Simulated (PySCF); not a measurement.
PySCF input for Si(Me)(OH)(NH2)2 (CH8N2OSi), SMILES N[Si](O)(C)N, SMD-M06-2X/def2-SVP. Coordinates come from a PBE-D3(BJ)/def2-SVP optimisation. Other conformers were not sampled.

```python
import numpy as np
from pyscf import gto, scf, dft
from pyscf.solvent import smd

mol = gto.M(
    atom='''
    C     1.52241474   -0.03722148    1.06898732
    Si   -0.01064302    0.01132997   -0.01234808
    N    -1.38900046   -0.15880844    1.03594221
    N    -0.25967967   -1.23277885   -1.21107630
    O     0.17046543    1.45453803   -0.87770034
    H     2.44007829    0.04480386    0.45265876
    H     1.57391790   -0.97972738    1.64957021
    H     1.53128869    0.80985417    1.78604381
    H    -2.32533874   -0.17708297    0.62396347
    H    -1.39961021    0.35369040    1.92077629
    H    -0.49127824   -2.17396057   -0.88338967
    H     0.39113284   -1.28344123   -1.99870433
    H    -0.52863903    1.57537988   -1.54442790
    ''',
    basis='def2-SVP',
    charge=0,
    spin=0,
    max_memory=1600,
    verbose=3,
)
mf = dft.RKS(mol, xc='m06-2x').density_fit(auxbasis='def2-universal-jkfit')
mf.grids.level = 4
mf.conv_tol = 1e-9
mf.max_cycle = 100
mf.kernel()
res = {}
for name in ['water', 'benzene', 'methanol']:
    s = mf.SMD()
    s.with_solvent.solvent, s.with_solvent.sasa_ng = name, 194
    s.kernel(mf.make_rdm1())
    res[name] = (s.e_tot, s.with_solvent.get_cds(), s.dip_moment(), s.mo_energy, s.converged)
    print(f'SMD {name}: dG(solv) = {(s.e_tot - mf.e_tot) * 627.509474:.3f} kcal/mol, of which CDS {res[name][1] * 627.509474:.3f}')
```

Output:

```
converged SCF energy = -516.879528564141
converged SCF energy = -516.889456276958
Dipole moment(X, Y, Z, Debye): -1.37827, -1.10385, -0.31585
SMD water: dG(solv) = -6.230 kcal/mol, of which CDS 4.708
converged SCF energy = -516.88385337951
Dipole moment(X, Y, Z, Debye): -1.15245, -0.91311, -0.28056
SMD benzene: dG(solv) = -2.714 kcal/mol, of which CDS 0.709
converged SCF energy = -516.892671101262
Dipole moment(X, Y, Z, Debye): -1.36838, -1.09629, -0.31424
SMD methanol: dG(solv) = -8.247 kcal/mol, of which CDS 2.363
```

The calculation finished and met its thresholds.
